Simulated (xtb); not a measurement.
YOBr, SMILES [O]=[Y][Br]. All values are semi-empirical tight-binding results from xtb (GFN2-xTB unless named), good for trends rather than for accurate numbers. Geometry: GFN2-xTB.

For metal compounds this method's bond lengths and energies can be far off.

| Property | Value |
|---|---|
| point group as xtb finds it | Cs |
| orbital gap | 1.40 eV |
| zero-point energy | 1.3 kcal/mol |
| G − E(el) at 298.15 K (modified RRHO) | -17.5 kcal/mol |
